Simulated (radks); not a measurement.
The numbers below are computed, except where a source is named.
The gadolinium ion Gd2+ inside a hard spherical wall (all orbitals vanish at R), configuration held at [Xe] 4f7 5d1 and not refilled when levels cross. Code: a radial shooting solver on a logarithmic mesh with Libxc functionals. Model: scalar-relativistic Kohn-Sham, PBE, spin-polarised, spherical densities, finite nucleus; open shells are filled with parallel spins first (spin-orbit coupling, left out, can overturn this in heavy ions); Fermi nuclear charge, rms radius 5.1569 fm. Eigenvalues in eV for spin up, with the zero of energy where the potential of the charges vanishes at infinity; a dash marks a level that is unbound or too diffuse for the functional's potential to be trusted. A positive occupied level is held by the wall or, in an anion where self-interaction has pushed it up, behind a barrier. The pressure on the wall is -dE/dV.

R (bohr)  E (hartree)  kinetic (hartree)    e(5s)    e(5p)    e(4f)    e(5d)  e(6s, empty)  e(6p, empty)  pressure (GPa)
free      -11269.9371          12099.769  -64.750  -41.990  -24.301  -15.772       -15.396       -11.016               0
20        -11269.9371          12099.769  -64.750  -41.990  -24.301  -15.772       -15.396       -11.016        < 0.0001
15        -11269.9371          12099.769  -64.750  -41.990  -24.301  -15.772       -15.396       -11.016        < 0.0001
10        -11269.9371          12099.769  -64.749  -41.990  -24.301  -15.771       -15.394       -11.001        0.000170
8         -11269.9369          12099.771  -64.740  -41.981  -24.291  -15.761       -15.359       -10.834         0.00836
5         -11269.9200          12099.886  -64.292  -41.565  -23.807  -15.041       -13.053        -6.250            2.58
4         -11269.8408          12100.387  -63.222  -40.526  -22.556  -12.988        -6.904         3.068            26.5
3         -11269.1560          12104.383  -58.243  -35.051  -16.470   -3.618        18.760        36.081             467
2.5       -11267.3448          12113.443  -49.525  -24.675   -6.503   11.958        58.781        82.874            2420
1.5       -11228.8385          12256.550   71.400   117.22   81.996   187.88        456.23        507.62          136000
